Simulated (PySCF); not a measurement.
PySCF input (TPSSh/def2-TZVPD):

```python
from pyscf import gto, scf, dft

mol = gto.M(
    atom='''
    C     2.04205177   -0.33396203    0.55618850
    C     1.17312820   -0.22762496   -0.44905678
    C     0.12428123    0.70980036   -0.59108509
    C    -1.19655319    0.59408667   -0.26517638
    C    -1.75609379   -0.62622332    0.40700973
    H     2.83212017   -1.09086277    0.57177971
    H     2.03870921    0.31574137    1.45017553
    H     0.39750806    1.61405311   -1.14553169
    H    -1.89220269    1.36721785   -0.57785336
    H    -1.70605695   -0.59965150    1.50588007
    H    -2.80944667   -0.79164950    0.14537531
    H    -1.18151645   -1.51130906    0.10289457
    ''',
    basis='def2-tzvpd',
    charge=-1,
    spin=0,
    verbose=4,
)

mf = dft.RKS(mol, xc='tpssh').density_fit(auxbasis='def2-universal-jkfit')
mf.grids.level = 3
mf.conv_tol = 1e-9
mf.max_cycle = 100
mf.max_memory = 1500
mf.kernel()
if not mf.converged:
    mf = mf.newton()
    mf.kernel(mf.make_rdm1())
mf.analyze()
```

End of the output:

```
Extra cycle  E= -194.746907607559  delta_E= 4.23e-10  |g|= 4.54e-05  |ddm|= 0.000334
converged SCF energy = -194.746907607559
**** SCF Summaries ****
Total Energy =                        -194.746907607558796
Nuclear Repulsion Energy =             148.207973787191065
One-electron Energy =                 -561.211390406431292
Two-electron Energy =                  218.256509011681430
Two-electron Coulomb Energy =          248.181816226730490
DFT Exchange-Correlation Energy =      -29.925307215049063
HOMO-LUMO gap [eV] =                     2.621035259810503
**** MO energy ****
MO #1   energy= -9.9394400086463   occ= 2
MO #2   energy= -9.91622984532743  occ= 2
MO #3   energy= -9.90412720674668  occ= 2
MO #4   energy= -9.90147795120185  occ= 2
MO #5   energy= -9.87727768382769  occ= 2
MO #6   energy= -0.584655514971903 occ= 2
MO #7   energy= -0.525254557369561 occ= 2
MO #8   energy= -0.47073771688143  occ= 2
MO #9   energy= -0.373332857505748 occ= 2
MO #10  energy= -0.284450415294424 occ= 2
MO #11  energy= -0.265956055147628 occ= 2
MO #12  energy= -0.223425562644088 occ= 2
MO #13  energy= -0.215409886460244 occ= 2
MO #14  energy= -0.191103099245696 occ= 2
MO #15  energy= -0.177026763217429 occ= 2
MO #16  energy= -0.14970959485651  occ= 2
MO #17  energy= -0.0644096228497517 occ= 2
MO #18  energy= -0.0370325590220233 occ= 2
MO #19  energy= 0.0438603299874885 occ= 2
MO #20  energy= 0.140181599983955  occ= 0
MO #21  energy= 0.156321856863893  occ= 0
MO #22  energy= 0.15718319106097   occ= 0
MO #23  energy= 0.18072485795021   occ= 0
MO #24  energy= 0.191856046682247  occ= 0
MO #25  energy= 0.19851706880041   occ= 0
MO #26  energy= 0.203577468031757  occ= 0
MO #27  energy= 0.214902288137953  occ= 0
MO #28  energy= 0.233873380464463  occ= 0
MO #29  energy= 0.240308054132098  occ= 0
MO #30  energy= 0.251776807761463  occ= 0
MO #31  energy= 0.262941916738132  occ= 0
MO #32  energy= 0.270069547978283  occ= 0
MO #33  energy= 0.281855212244808  occ= 0
MO #34  energy= 0.289433491217322  occ= 0
MO #35  energy= 0.303432198000934  occ= 0
MO #36  energy= 0.314187115642683  occ= 0
MO #37  energy= 0.326668005129215  occ= 0
MO #38  energy= 0.330552138560138  occ= 0
MO #39  energy= 0.332782055269123  occ= 0
MO #40  energy= 0.343382851797432  occ= 0
MO #41  energy= 0.354577045988131  occ= 0
MO #42  energy= 0.371956146995489  occ= 0
MO #43  energy= 0.374907288358638  occ= 0
MO #44  energy= 0.376195757269959  occ= 0
MO #45  energy= 0.382036249803974  occ= 0
MO #46  energy= 0.391496246928132  occ= 0
MO #47  energy= 0.39977153642783   occ= 0
MO #48  energy= 0.405973749872876  occ= 0
MO #49  energy= 0.414684232607129  occ= 0
MO #50  energy= 0.421838109107792  occ= 0
MO #51  energy= 0.426053126817941  occ= 0
MO #52  energy= 0.437005244078425  occ= 0
MO #53  energy= 0.442070241180893  occ= 0
MO #54  energy= 0.449961788980979  occ= 0
MO #55  energy= 0.460381443029388  occ= 0
MO #56  energy= 0.4652777012783    occ= 0
MO #57  energy= 0.46576212549942   occ= 0
MO #58  energy= 0.468103231083974  occ= 0
MO #59  energy= 0.489475913239757  occ= 0
MO #60  energy= 0.490775387172495  occ= 0
MO #61  energy= 0.49932737916748   occ= 0
MO #62  energy= 0.505645765855224  occ= 0
MO #63  energy= 0.509629060391802  occ= 0
MO #64  energy= 0.523073111979011  occ= 0
MO #65  energy= 0.534639577263092  occ= 0
MO #66  energy= 0.53951533817537   occ= 0
MO #67  energy= 0.54560865213279   occ= 0
MO #68  energy= 0.551555464346018  occ= 0
MO #69  energy= 0.555758377572015  occ= 0
MO #70  energy= 0.566205880981018  occ= 0
MO #71  energy= 0.571186202356603  occ= 0
MO #72  energy= 0.57539779635986   occ= 0
MO #73  energy= 0.596851447381202  occ= 0
MO #74  energy= 0.608034093780707  occ= 0
MO #75  energy= 0.621020367060001  occ= 0
MO #76  energy= 0.62267142392196   occ= 0
MO #77  energy= 0.636481269911905  occ= 0
MO #78  energy= 0.639377517346277  occ= 0
MO #79  energy= 0.660530964760091  occ= 0
MO #80  energy= 0.664662136438974  occ= 0
MO #81  energy= 0.670972049979094  occ= 0
MO #82  energy= 0.683738988667497  occ= 0
MO #83  energy= 0.699851463225527  occ= 0
MO #84  energy= 0.706611842821712  occ= 0
MO #85  energy= 0.72687795625915   occ= 0
MO #86  energy= 0.733788368035373  occ= 0
MO #87  energy= 0.767970494739328  occ= 0
MO #88  energy= 0.769087868227314  occ= 0
MO #89  energy= 0.775892888980758  occ= 0
MO #90  energy= 0.786991043824173  occ= 0
MO #91  energy= 0.793024575339623  occ= 0
MO #92  energy= 0.804429713596019  occ= 0
MO #93  energy= 0.819516017048288  occ= 0
MO #94  energy= 0.828479530516466  occ= 0
MO #95  energy= 0.838889190239335  occ= 0
MO #96  energy= 0.8438186961327    occ= 0
MO #97  energy= 0.847925015796194  occ= 0
MO #98  energy= 0.85532637524772   occ= 0
MO #99  energy= 0.872918817186549  occ= 0
MO #100 energy= 0.884515943514681  occ= 0
MO #101 energy= 0.889317306187214  occ= 0
MO #102 energy= 0.897439306997504  occ= 0
MO #103 energy= 0.910918533378521  occ= 0
MO #104 energy= 0.914200241505163  occ= 0
MO #105 energy= 0.941740864378608  occ= 0
MO #106 energy= 0.948485435494972  occ= 0
MO #107 energy= 0.956292340135135  occ= 0
[...]
```

It need not be the lowest isomer of its formula. Whether it binds its extra electron was not tested at this geometry.
